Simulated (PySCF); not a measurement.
CH$_{7}$BO$_{2}$Si (SMILES OB(O)C[SiH3]), singlet, at a GFN2-xTB geometry. Base run: PySCF with CAMB3LYP/6-31G, polarisability.

The PySCF input:
```python
from pyscf import gto, scf, dft
from pyscf.prop import polarizability

mol = gto.M(
    atom='''
Si    1.63814436    0.79192738    0.10534866
C     0.00173117    0.53098151   -0.82930121
B    -0.95554089   -0.47346181   -0.04296737
O    -0.89302624   -1.81608902   -0.21239143
O    -1.85281255   -0.05020121    0.87938840
H     2.47594363    1.71773969   -0.66450303
H     1.37667622    1.36602445    1.42851024
H     2.34281257   -0.48539901    0.25117412
H     0.23339421    0.15538768   -1.82708742
H    -0.47301703    1.50324838   -0.96922015
H    -0.25610341   -2.12647218   -0.85287114
H    -1.89969942    0.89422930    1.01378428
''',
    basis='6-31g',
    verbose=4,
)

mf = dft.RKS(mol)
mf.xc = 'camb3lyp'
mf.kernel()
alpha = mf.Polarizability().polarizability()[2, 2]
print('alpha_zz =', alpha)
```

The base run was repeated with changes; each row names its change, and settings that it needs were set with it.

```json
[
 {"change": "base", "alpha_zz (bohr³)": "42.30", "basis functions": "63", "core-seconds (rough)": "50"},
 {"change": "basis = 6-31+G*", "alpha_zz (bohr³)": "50.77", "basis functions": "108", "core-seconds (rough)": "100"},
 {"change": "finite field (a.u.) = 0.02; conv_tol = 1e-11", "alpha_zz (bohr³)": "42.34", "basis functions": "63", "core-seconds (rough)": "80"},
 {"change": "functional = pbe0", "alpha_zz (bohr³)": "42.80", "basis functions": "63", "core-seconds (rough)": "20"},
 {"change": "functional = lda,vwn", "alpha_zz (bohr³)": "44.38", "basis functions": "63", "core-seconds (rough)": "10"},
 {"change": "finite field (a.u.) = 0.001; conv_tol = 1e-6", "alpha_zz (bohr³)": "42.25", "basis functions": "63", "core-seconds (rough)": "40"},
 {"change": "functional = hf", "alpha_zz (bohr³)": "40.50", "basis functions": "63", "core-seconds (rough)": "2"},
 {"change": "finite field (a.u.) = 0.05; conv_tol = 1e-11", "alpha_zz (bohr³)": "42.57", "basis functions": "63", "core-seconds (rough)": "60"},
 {"change": "finite field (a.u.) = 2e-4; conv_tol = 1e-11", "alpha_zz (bohr³)": "42.30", "basis functions": "63", "core-seconds (rough)": "70"},
 {"change": "finite field (a.u.) = 0.001; conv_tol = 1e-11", "alpha_zz (bohr³)": "42.30", "basis functions": "63", "core-seconds (rough)": "90"},
 {"change": "basis = def2-SVP", "alpha_zz (bohr³)": "46.92", "basis functions": "109", "core-seconds (rough)": "90"},
 {"change": "finite field (a.u.) = 2e-4; conv_tol = 1e-6", "alpha_zz (bohr³)": "40.44", "basis functions": "63", "core-seconds (rough)": "30"}
]
```

Finite-field rows take the second difference of the energy in a field along z; a small field with loose convergence shows SCF noise divided by the square of the field, and a large one adds hyperpolarisability.
